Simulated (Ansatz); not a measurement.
The cluster Pd2S2⁻ was relaxed with PBE0-D4 (def2-SVPD) in Ansatz in these states: charge -1 doublet, charge -1 quartet. The geometries follow in no particular order.

In the def2 sets Pd takes a core potential; there is no spin–orbit coupling.

A:

```xyz
4

Pd    1.130    0.732   -0.336
Pd   -1.130   -0.732    0.336
S     1.006   -1.429    0.267
S    -1.006    1.429   -0.267
```

B:

```xyz
4

Pd   -0.968   -0.721    0.417
Pd    0.968    0.721   -0.417
S     0.481   -1.376   -1.262
S    -0.481    1.376    1.262
```

Task: Judge from the bond lengths which geometry belongs to which state (an estimate).

Result: A is the charge -1 doublet (Pd1–Pd2 2.775 Å, Pd2–S4 2.248 Å, Pd1–S4 2.248 Å); B is the charge -1 quartet (Pd1–Pd2 2.554 Å, Pd2–S4 2.313 Å, Pd1–S4 2.313 Å).

At PBE0-D4/def2-TZVPD a doublet lies 0.56 eV below the charge -1 quartet. These are the stationary points nearest to one start from a short search; other shapes may lie lower in each state.
